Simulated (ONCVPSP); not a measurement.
# P (Z = 15): one change to an ONCV potential, before and after

phosphorus (P), optimised norm-conserving Vanderbilt (ONCV), made with ONCVPSP 4.0.1 (LDA (Perdew-Wang 92), non-relativistic). Core [Ne], reference 3s2 3p2.75 (charge +0.25). Waves: 3s: rc 1.65 bohr, ncon 5, nbas 9, qcut 3.4 1/bohr, 3 projectors, debl 2.1 Ha; 3p: rc 1.95 bohr, ncon 5, nbas 9, qcut 4.1 1/bohr, 2 projectors, debl 2.5 Ha; d scattering state at 0.46 Ha: rc 2.10 bohr, ncon 5, nbas 8, qcut 4.9 1/bohr, 1 projector. Local part: polynomial inside 1.40 bohr (lpopt 5, dvloc0 3 Ha). Core correction: none.

Change: s: rc 2.02.

Cutoffs: the cutoffs (Ha) at which the residual kinetic energy of the hardest occupied pseudo-wave falls to 1 and 0.1 mHa per electron; they do not see the model core or the augmentation charge, which bear on the density cutoff. Errors are all-electron minus pseudo energies relative to the spin-unpolarised reference configuration.

Q: What does the change do?

A: The potential gets softer (40 Ha and 76 Ha → 25 Ha and 52 Ha); the bound ghost in s disappears; of the 4 tests that both files solve, the error grows in 2 and shrinks in 0 by more than 15 % and 0.3 meV (median size 2.0 → 2.4 meV). A larger radius leaves more room for a smooth pseudo-wave, so fewer plane waves are needed.

```tsv
quantity	base	changed
cutoff, loose	40 Ha	25 Ha
cutoff, tight	76 Ha	52 Ha
loose cutoff by channel	s 40 Ha, p 4.5 Ha	s 25 Ha, p 4.5 Ha
bound ghosts	s	none
GHOST(+) flags under 300 eV	s at 257.4 eV	none
error for 3s2 3p3, meV [ΔE -1.65 eV]	+0.1	+0.1
error for 3s2 3p2, meV [ΔE 8.17 eV]	+2.1	+2.8
error for 3s2 3p1, meV [ΔE 27.43 eV]	+25	+32
error for 3s1 3p4, meV [ΔE 6.76 eV]	+2.0	-2.0
p: phases at 1.97 bohr within 0.05 rad from the reference energy up to (Ha; the scan ends near 5)	to the end of the scan	to the end of the scan
d: phases at 2.13 bohr within 0.05 rad from the reference energy up to (Ha; the scan ends near 5)	2.0	2.0
```

 A true bound ghost makes a file unfit for plane-wave use even where its test errors are small: the radial tests pick states by their node count and pass the ghost by.
